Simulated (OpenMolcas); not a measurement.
**Pb IV: effect of the active space**

| Quantity | Value |
| --- | --- |
| Program | OpenMolcas |
| Method | CASSCF or its RAS form |
| Basis | ANO-RCC-VQZP |
| Scalar Hamiltonian | DKH2, point nucleus |
| Spin-orbit coupling | state interaction with AMFI integrals over the reference wave functions, term energies averaged over their components |

A. 1 electron in 4 orbitals (6s 6p); 2S+1 = 2 even, 1 root; 2S+1 = 2 odd, 3 roots; cost of the order of 23 core-seconds
B. 1 electron in 9 orbitals (RAS2 6s 6p; RAS3 6d, at most 1 electron); 2S+1 = 2 even, 1 root; 2S+1 = 2 odd, 3 roots; cost about 20 core-seconds

Energies in eV above 6s 2S 1/2, the measured ground level; measured values from Moore, Atomic Energy Levels, vol. III, NSRDS-NBS 35 (1971 reprint of NBS Circular 467, 1958).

| Level | A | B | Measured |
| --- | --- | --- | --- |
| 6s 2S 1/2 | 0.0000 | 0.0000 | 0.0000 |
| 6p 2P* 1/2 | 9.5713 | 9.5713 |  |
| 6p 2P* 3/2 | 11.5228 | 11.5228 | 12.0536 |

Between A and B no level of the table moves by more than 5 cm-1.

Spin-orbit splittings of 6p shells tend to come out small when the coupling is added on scalar orbitals. With one active electron the reference holds no correlation, so core polarisation is missing. With one active electron outside closed inactive shells, the extra shells (6d) add no correlation to the reference (holds for B). Only configurations of the active space appear.

* marks odd parity.
